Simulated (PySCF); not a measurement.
The same groups moved round the core (quinoline fluoro+boryl). Isolated molecules, 0 K electronic values unless said otherwise. One relaxed conformer stands for each flexible species; it need not be the lowest. Strings in code marks are SMILES.

Computed with PBE-D3(BJ)/def2-TZVP // B3LYP-D3(BJ)/def2-SVP run with PySCF. Excitations are Tamm–Dancoff values on a coarser integration grid. The basis has no diffuse functions, so Rydberg states are missing or too high.

A: `Bc1cc2cccnc2cc1F`
B: `n1cccc2c1cc(c(F)c2)B`
C: `Bc1c(F)cnc2ccccc12`
D: `Bc1cc2ccccc2nc1F`
E: `Bc1c(F)ccc2ncccc12`
F: `Bc1cc(F)c2ccccc2n1`

Task: A design calls for the lowest brightest of the four lowest singlets (TDA) in this set. Which member fits?

Result: C (3.44 eV); next is E (3.82 eV).
